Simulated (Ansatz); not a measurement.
Abridged output of a molecular run in Ansatz:

```
Functional definition: HF
1684 factors; integrals over basis functions are off by at most 1.3e-3 eV
mean field evaluation 1: about -24627.1016 eV, gradient 6.1e1 eV
mean field evaluation 2: about -24627.4266 eV, gradient 6.2e1 eV
mean field evaluation 4: about -24633.8195 eV, gradient 3.4e0 eV
mean field evaluation 8: about -24633.8911 eV, gradient 2.1e-1 eV
mean field -24633.89120349 eV, -905.2788042772 hartree, gradient 2.6e-6 eV, S^2 0.000000; 0 other end points of the search recorded, 0 dependent functions left out
14 core orbitals not correlated: weight in the atoms' cores, before any rotation towards them, 1.000 or more for the frozen orbitals, at most 0.000 for the correlated occupied ones
reference -24633.89120349 eV, -905.2788042772 hartree; 19, 19 occupied and 245, 245 virtual orbitals, 1684 factors
second order -32.56112852 eV of doubles, -0.00000000 eV of singles
cycle   1  -32.45057997 eV  change    1.1e-1 eV  update   1.2e-1
cycle   2  -33.15110078 eV  change   -7.0e-1 eV  update   3.2e-2
cycle   3  -33.31269539 eV  change   -1.6e-1 eV  update   1.6e-2
cycle   4  -33.29004354 eV  change    2.3e-2 eV  update   3.2e-3
cycle   5  -33.28864404 eV  change    1.4e-3 eV  update   1.5e-3
cycle   6  -33.28981817 eV  change   -1.2e-3 eV  update   4.1e-4
cycle   7  -33.28961703 eV  change    2.0e-4 eV  update   1.4e-4
cycle   8  -33.28952146 eV  change    9.6e-5 eV  update   3.9e-5
cycle   9  -33.28952061 eV  change    8.5e-7 eV  update   1.4e-5
perturbative correction -1.08539756 eV, -0.0398876246 hartree
Total energy: -24668.26612167 eV, -906.5420592199 hartree
```

Its atoms:

Cartesian coordinates in Å:
```
O -2.247 -0.583 0.648
Si -1.117 -0.041 -0.386
O -1.165 -0.973 -1.725
O 0.386 -0.137 0.249
Si 1.737 0.576 0.779
F 2.772 0.666 -0.432
H -2.385 -1.529 0.709
H -1.431 1.375 -0.643
H -0.367 -1.046 -2.251
H 2.351 -0.266 1.825
H 1.466 1.958 1.228
```

Task: Which basis set was used?
A. def2-QZVPP
B. def2-SVP
C. def2-TZVPP
D. cc-pV(Q+d)Z

Result: C. It gives 278 functions.

Task: Write the keys of the input that set method, charge and spin (a neutral closed shell needs none for the last two).

Result: 
```yaml
correlation: {method: ccsd_t}
```
